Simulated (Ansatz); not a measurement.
Consider the atomization: `C=C[B](C)[GaH][F]` → B• + 3 C• + F• + Ga• + 7 H•.

Isolated molecules relaxed with PBE0-D4/def2-TZVP in Ansatz; ΔE leaves out vibrations. CCSD(T)/CBS is the MP2 limit (def2-TZVPP, def2-QZVPP) plus CCSD(T) − MP2 in def2-TZVPP, frozen cores. This one scheme is used for every species, atoms too. Functionals use def2-TZVPP. HSE06 is defined as in plane-wave codes. Open shells (•) are unrestricted, without spin–orbit coupling. Spin–orbit coupling would lower the free atoms: a little for B, C, F; clearly for Ga. Bonds to Ga are less sure, by a few kJ/mol each and by 10 to 20 or more in all where they break to atoms, as the def2 sets lack core-valence functions. Scalar relativity is left out up to krypton. Each species was taken in one conformer, which may not be the lowest.

| level | ΔE (eV) | difference from CCSD(T)/CBS |
| --- | --- | --- |
| r2SCAN-D4 | 51.45 | 0.42 |
| PBE0-D4 | 51.38 | 0.35 |
| r2SCANh-D4 | 51.15 | 0.12 |
| HSE06-D4 | 51.41 | 0.38 |
| CAM-B3LYP-D4 | 51.34 | 0.31 |
| B2PLYP | 50.66 | -0.37 |
| revPBE | 50.12 | -0.91 |
| r2SCAN | 51.38 | 0.35 |
| PBE0 | 51.14 | 0.11 |
| HF/def2-TZVPP | 38.56 | -12.47 |
| CCSD(T)/CBS | 51.03 | 0 |

Largest T1 diagnostic among the species: 0.014.

From r2SCAN to r2SCAN0 (25 % exact exchange), in def2-TZVPP and without D4, ΔE moves by −0.74 eV: exact exchange takes away binding that semilocal exchange gives to molecules. The D4 term adds +0.45 eV with B3LYP and +0.24 eV with PBE0; it sums over pairs of atoms, weighted by their polarisabilities, and B3LYP, whose exchange is more repulsive, gets the larger term. At CCSD(T), def2-SVP lies −2.08 eV from the extrapolated value and def2-TZVPP −1.04 eV: correlation converges slowly with the basis, and small sets miss more of it in the bonded molecule than in its fragments.

B3LYP here is the variant with VWN-RPA as its local correlation; programs differ in this.

For atomizations the MP2-based limit and the directly extrapolated one differ by several kJ/mol either way, and by 10 to 25 for some Ge, Se and Sn compounds, so smaller differences from it don't rank the levels.
